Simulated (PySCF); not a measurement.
# Computed records: CH8Ge2Si, Ge2H5N, Ge2H5O, CH5AlGeN and others

Calculation on a computer-drawn molecule: the log of a Hartree-Fock and frozen-core CCSD(T) single point meant for a local Hartree-Fock minimum, with one planted fault or none, to be diagnosed. Offsets are logged minus clean, where the clean run is the same molecule without the fault. The reference is restricted for singlets and unrestricted otherwise, and also for a bond in bohr or an excited solution. Adding or removing an electron swaps singlet and doublet. The excited solution moves the top pair (singlet) or top alpha electron (doublet) to the lowest empty orbital. Highest occupied and lowest empty are orbital energies over both spins, largest force is the largest gradient component, triples share is (T) over the correlation energy, the T1 limit is 0.02 restricted and 0.045 unrestricted, electrons count all cores, a negative frequency is imaginary (commonest isotopes), and the dipole is about the centre of nuclear charge; on germanium a core potential holds 10 electrons, which the energies leave out, and 3d is frozen in MP2 and coupled-cluster steps. Program: PySCF 2.14.0.

Common to all runs: meant basis and core potential on germanium cc-pVDZ-PP ECP10MDF; logged SCF converged yes; logged CC converged yes; logged SCF stable within its kind yes; possible faults no fault, one electron removed, one electron added, multiplicity raised by two, geometry at a saddle point, SCF held on an excited solution, minimal basis STO-3G, one bond length entered in bohr, all coordinates scaled.

(1) 
```xyz
12
formula=CH8Ge2Si meant_charge=0 meant_multiplicity=1 meant_basis=cc-pV(D+d)Z logged_electrons=92 logged_basis_functions=123 logged_spin_squared=1.1295 logged_highest_occupied=-7.5976 logged_lowest_empty=1.363 logged_largest_force=0.024564 logged_T1_diagnostic=0.053595 logged_D1_diagnostic=0.2265 logged_triples_share=0.038385 logged_dipole_magnitude=1.6166 logged_energy_HF=-918.05218 logged_energy_CCSD(T)=-918.55774 planted_fault=one_bond_length_entered_in_bohr,row_8_of_the_drawn_bonds HF_energy_offset_from_clean_run=64.04 CCSD(T)_energy_offset_from_clean_run=74.35
Ge     0.3578     2.2125     0.4145
C     -0.9515     1.0246     0.4117
Si    -0.9198    -0.6024    -0.4745
Ge    -2.6287    -0.7274    -2.1688
H      1.6753     1.9925    -0.3090
H      0.2723     3.5498     1.1338
H     -1.8451     1.3011     0.9654
H      0.4033    -0.7815    -1.1245
H     -1.3207    -2.7530     1.2864
H     -2.3850     0.3152    -3.2704
H     -2.6719    -2.1131    -2.8322
H     -4.0167    -0.4548    -1.5678
```

Units: logged_highest_occupied, logged_lowest_empty in eV; logged_largest_force in hartree/bohr; logged_dipole_magnitude in debye; logged_energy_HF, logged_energy_CCSD(T) in hartree; HF_energy_offset_from_clean_run, CCSD(T)_energy_offset_from_clean_run in kcal/mol.

Drawn bonds:
| atom | other atom | order |
| --- | --- | --- |
| 1 | 2 | 2 |
| 2 | 3 | 1 |
| 3 | 4 | 1 |
| 1 | 5 | 1 |
| 1 | 6 | 1 |
| 2 | 7 | 1 |
| 3 | 8 | 1 |
| 3 | 9 | 1 |
| 4 | 10 | 1 |
| 4 | 11 | 1 |
| 4 | 12 | 1 |

Notes: T1 above single-reference limit.

(2) 
```xyz
8
formula=Ge2H5N meant_charge=0 meant_multiplicity=1 meant_basis=cc-pVDZ logged_electrons=75 logged_basis_functions=85 logged_spin_squared=0.7907 logged_highest_occupied=-16.198 logged_lowest_empty=-5.4177 logged_largest_force=0.066756 logged_T1_diagnostic=0.028824 logged_D1_diagnostic=0.1174 logged_triples_share=0.029493 logged_dipole_magnitude=4.3353 logged_energy_HF=-643.77001 logged_energy_CCSD(T)=-644.14167 planted_fault=one_electron_removed HF_energy_offset_from_clean_run=172.8 CCSD(T)_energy_offset_from_clean_run=204.7
Ge     0.0247     1.6458    -0.1510
N      0.8183     2.2371     1.1975
Ge     1.6821     1.3070     2.5178
H     -0.1383     0.1784    -0.5545
H     -0.6327     2.6051    -1.1323
H      1.6359    -0.2206     2.2993
H      3.1507     1.7465     2.5591
H      1.0224     1.6241     3.8653
```

Units: logged_highest_occupied, logged_lowest_empty in eV; logged_largest_force in hartree/bohr; logged_dipole_magnitude in debye; logged_energy_HF, logged_energy_CCSD(T) in hartree; HF_energy_offset_from_clean_run, CCSD(T)_energy_offset_from_clean_run in kcal/mol.

Drawn bonds:
| atom | other atom | order |
| --- | --- | --- |
| 1 | 2 | 2 |
| 2 | 3 | 1 |
| 1 | 4 | 1 |
| 1 | 5 | 1 |
| 3 | 6 | 1 |
| 3 | 7 | 1 |
| 3 | 8 | 1 |

(3) 
```xyz
8
formula=Ge2H5O meant_charge=0 meant_multiplicity=2 meant_basis=cc-pVDZ logged_electrons=77 logged_basis_functions=85 logged_spin_squared=0.7554 logged_highest_occupied=-8.9328 logged_lowest_empty=1.0981 logged_largest_force=0.013237 logged_T1_diagnostic=0.017834 logged_D1_diagnostic=0.073848 logged_triples_share=0.025176 logged_dipole_magnitude=1.1319 logged_energy_HF=-664.51411 logged_energy_CCSD(T)=-664.93636 planted_fault=all_coordinates_scaled,by_+2.6_% HF_energy_offset_from_clean_run=3 CCSD(T)_energy_offset_from_clean_run=0.1159
Ge    -0.1199     2.8892    -0.5999
O      0.2380     1.1332    -0.2973
Ge     1.6816     0.0293    -0.2923
H      0.9313     3.7743     0.1881
H     -1.5876     3.1406    -0.0811
H      1.2718    -1.2429     0.5232
H      2.0447    -0.3440    -1.7741
H      2.8923     0.7672     0.3881
```

Units: logged_highest_occupied, logged_lowest_empty in eV; logged_largest_force in hartree/bohr; logged_dipole_magnitude in debye; logged_energy_HF, logged_energy_CCSD(T) in hartree; HF_energy_offset_from_clean_run, CCSD(T)_energy_offset_from_clean_run in kcal/mol.

Drawn bonds:
| atom | other atom | order |
| --- | --- | --- |
| 1 | 2 | 1 |
| 2 | 3 | 1 |
| 1 | 4 | 1 |
| 1 | 5 | 1 |
| 3 | 6 | 1 |
| 3 | 7 | 1 |
| 3 | 8 | 1 |

(4) 
```xyz
9
formula=CH5AlGeN meant_charge=1 meant_multiplicity=1 meant_basis=cc-pV(D+d)Z logged_electrons=62 logged_basis_functions=99 logged_spin_squared=0 logged_highest_occupied=-13.704 logged_lowest_empty=-3.4964 logged_largest_force=2.199e-05 logged_lowest_frequency=87.294 logged_T1_diagnostic=0.016205 logged_D1_diagnostic=0.045503 logged_triples_share=0.0328 logged_dipole_magnitude=3.7993 logged_energy_HF=-630.28113 logged_energy_CCSD(T)=-630.7783 planted_fault=no_fault HF_energy_offset_from_clean_run=0 CCSD(T)_energy_offset_from_clean_run=0
N     -1.9586     0.4252     0.5564
Al    -0.2674     0.1912     0.3532
C      1.5310    -0.1018     0.1461
Ge     2.4016    -1.6572     0.3382
H     -2.6472     0.3514    -0.1733
H     -2.4105     0.6807     1.4183
H      2.1497     0.7523    -0.1227
H      1.6624    -2.9272     0.7110
H      3.8953    -1.7829     0.1417
```

Units: logged_highest_occupied, logged_lowest_empty in eV; logged_largest_force in hartree/bohr; logged_lowest_frequency in cm⁻¹; logged_dipole_magnitude in debye; logged_energy_HF, logged_energy_CCSD(T) in hartree; HF_energy_offset_from_clean_run, CCSD(T)_energy_offset_from_clean_run in kcal/mol.

Drawn bonds:
| atom | other atom | order |
| --- | --- | --- |
| 1 | 2 | 1 |
| 2 | 3 | 1 |
| 3 | 4 | 2 |
| 1 | 5 | 1 |
| 1 | 6 | 1 |
| 3 | 7 | 1 |
| 4 | 8 | 1 |
| 4 | 9 | 1 |

(5) 
```xyz
12
formula=CH8AlGeN meant_charge=0 meant_multiplicity=1 meant_basis=cc-pV(D+d)Z logged_electrons=66 logged_basis_functions=114 logged_spin_squared=2.0301 logged_highest_occupied=-4.0143 logged_lowest_empty=-0.75245 logged_largest_force=0.11065 logged_T1_diagnostic=0.013618 logged_D1_diagnostic=0.051293 logged_triples_share=0.025434 logged_dipole_magnitude=7.4533 logged_energy_HF=-632.13127 logged_energy_CCSD(T)=-632.66228 planted_fault=multiplicity_raised_by_two HF_energy_offset_from_clean_run=111 CCSD(T)_energy_offset_from_clean_run=128.6
N      0.7884     1.5331     2.5357
Al     1.1397     1.8105     0.8279
C      0.7181     0.4351    -0.5054
Ge     2.2199    -0.6518    -1.1593
H      0.9938     2.1815     3.2731
H      0.3667     0.7104     2.9246
H      1.8026     3.1901     0.4315
H      0.2797     0.9152    -1.3894
H     -0.0321    -0.2618    -0.1138
H      3.3100     0.2411    -1.7724
H      2.8526    -1.4454    -0.0046
H      1.7598    -1.6512    -2.2305
```

Units: logged_highest_occupied, logged_lowest_empty in eV; logged_largest_force in hartree/bohr; logged_dipole_magnitude in debye; logged_energy_HF, logged_energy_CCSD(T) in hartree; HF_energy_offset_from_clean_run, CCSD(T)_energy_offset_from_clean_run in kcal/mol.

Drawn bonds:
| atom | other atom | order |
| --- | --- | --- |
| 1 | 2 | 1 |
| 2 | 3 | 1 |
| 3 | 4 | 1 |
| 1 | 5 | 1 |
| 1 | 6 | 1 |
| 2 | 7 | 1 |
| 3 | 8 | 1 |
| 3 | 9 | 1 |
| 4 | 10 | 1 |
| 4 | 11 | 1 |
| 4 | 12 | 1 |
